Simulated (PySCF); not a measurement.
Compound: C5H9B.
Cartesian coordinates in Å at the GFN2-xTB level; atoms count from 1:
```xyz
15
C5H9B angstrom
C      2.9794    0.6755   -0.2271
C      2.0208   -0.0401   -0.1826
C      0.8509   -0.8902   -0.1270
B     -0.5509   -0.1516   -0.2441
C     -0.6132    1.3967   -0.5105
C     -1.8707   -0.9966   -0.0718
H      3.8232    1.2972   -0.2655
H      0.8880   -1.4676    0.8036
H      0.9276   -1.6295   -0.9329
H     -1.6194    1.8062   -0.5564
H     -0.1115    1.6378   -1.4474
H     -0.0612    1.9412    0.2550
H     -2.3165   -0.7619    0.8959
H     -2.6240   -0.7346   -0.8130
H     -1.7267   -2.0746   -0.1038
```

A PySCF run (density fitting, gas phase, GFN2-xTB geometry) gave HOMO -7.07 eV, LUMO -0.13 eV, dipole 0.94 D.

Question: Which of these levels was it?
A. PBE0/pcSseg-1
B. mPW1PW91/aug-pcSseg-1
C. KT3/IGLO-II
D. PBE0/6-31G
E. PBE0/def2-SVPD

Answer: D. It is PBE0/6-31G. All candidates on this geometry:

| level and settings | kind | basis functions | SCF cycles | E (Eh) | HOMO (eV) | LUMO (eV) | dipole (D) |
| --- | --- | --- | --- | --- | --- | --- | --- |
| KT3/IGLO-II, grid level 1 | GGA | 186 | 10 | -224.5318 | -6.10 | -1.47 | 1.01 |
| PBE0/pcSseg-1 | global hybrid | 147 | 13 | -220.4332 | -7.35 | -0.53 | 0.99 |
| mPW1PW91/aug-pcSseg-1, start guess vsap | global hybrid | 237 | 14 | -220.6693 | -7.38 | -0.55 | 1.03 |
| PBE0/def2-SVPD | global hybrid | 192 | 13 | -220.3099 | -7.37 | -0.53 | 1.00 |
| PBE0/6-31G | global hybrid | 72 | 13 | -220.4100 | -7.07 | -0.13 | 0.94 |

The nearest other candidate, by the summed differences of HOMO and LUMO, is PBE0/pcSseg-1: its HOMO differs by -0.28 eV and its LUMO by -0.40 eV. Cycle counts include a coarse-grid stage where the run had one. KT3 was designed for NMR shieldings or shifts; total energies of different functionals aren't comparable.
